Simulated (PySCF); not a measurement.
W(O)2(OH)2 (H2O4W), SMILES [O]=[W](=[O])([OH])[OH], multiplicity 1. Atoms are numbered in the order given.

```xyz
7

W      0.0000     0.0000     0.0275
O     -0.1953    -1.3719     1.0403
O      0.1953     1.3719     1.0403
O      1.5456    -0.2350    -1.0328
H      2.3301     0.3274    -1.0767
O     -1.5456     0.2350    -1.0328
H     -2.3301    -0.3274    -1.0767
```

Coordinates come from a r2SCAN-D4/def2-SVP optimisation. The spin state was assumed, not searched. The isomer is the one that the SMILES or the coordinates give; other isomers of the formula were not compared. The def2 effective core potentials stand for the cores of W; spin–orbit coupling is left out. The values are those of a single conformer.

Calculation: PBE/def2-TZVP run with PySCF.

Isolated molecule, no solvent.

Computed frontier levels, gap, dipole moment and polarisability:
```
Quantity                                                                                                          Value
---------------------------------------------------------------------------------------------  ------------------------
highest occupied level                                                                                         -7.28 eV
lowest empty level                                                                                             -2.42 eV
orbital gap                                                                                                     4.86 eV
dipole moment                                                                                                    2.83 D
quadrupole, principal values (traceless, Buckingham form, about the centre of nuclear charge)  -10.34, -6.28, 16.62 D·Å
mean static polarisability                                                                         49.9 bohr³ (7.40 Å³)
polarisability, principal values                                                                 47.8, 48.2, 53.7 bohr³
```
